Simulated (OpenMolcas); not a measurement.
Ta3+ (d2) on a cation site of an ionic host was computed by SS-CASPT2, IPEA 0.25 Eh, imaginary shift 0.1 Eh with the d shell active (OpenMolcas, ANO-RCC-VDZP on the metal). Its lowest spin-free states, and all those of the highest spin:

| 2S+1 | Degeneracy | E (cm-1) |
| --- | --- | --- |
| 3 | 3 | 0 |
| 1 | 2 | 8370 |
| 1 | 3 | 8460 |
| 1 | 1 | 19340 |
| 3 | 3 | 35840 |
| 3 | 3 | 42590 |
| 1 | 3 | 44570 |
| 1 | 3 | 47050 |
| 3 | 1 | 73240 |
| 1 | 2 | 81470 |
| 1 | 1 | 90760 |

Q: Is the site octahedral, tetrahedral or cube-like, axial, or of lower symmetry?

A: The states with 2S+1 = 3 have orbital degeneracies 3, 3, 3, 1. Threefold states need a cubic site. For d2 at this spin an octahedron puts the threefold T1 below the threefold T2 and a tetrahedron or cube puts the single A2 below the threefold T2, so the site is octahedral. The run had Ta3+ with its 6 nearest fluoride ions at 1.998 Å, on the Ga site of K2NaGaF6 (a = 8.246 Å, distance in the model lattice 1.938 Å). The rest of the host is ab initio model potentials to 7.6 Å, with orthogonalisation functions on the cations behind the ligands, and point charges beyond; the distance is set by hand and nothing relaxes. Ligand basis ANO-RCC-VDZP.

Roots that are degenerate in the reference are averaged as groups; the widest CASPT2 spread within a group is 33 cm-1 (the 3-fold group of multiplicity 1 near 44600 cm-1 above the lowest state of its run). Shifts and gaps below about the spread of the groups concerned are not significant. Over all roots computed the reference weight is 0.75 to 0.76; a low but even weight reflects the number of correlated electrons. An orbital triplet at a regular site is open to Jahn-Teller coupling, which can distort the site and quench the lowest spin-orbit gaps and is left out. The least metal-like active orbital is 78 % on the metal (Löwdin) and no ligand orbital is active, so the numbers are rough. Ligand-to-metal charge-transfer states are missing. With no ligand orbital active B as a rule stays too high, so bands that hang on it stand too high and its fall with covalency is understated. With one d shell and no ligand orbital active, 10Dq can be off by a tenth or more. No measured value stands beside these numbers; the geometry was set by hand and not optimised.
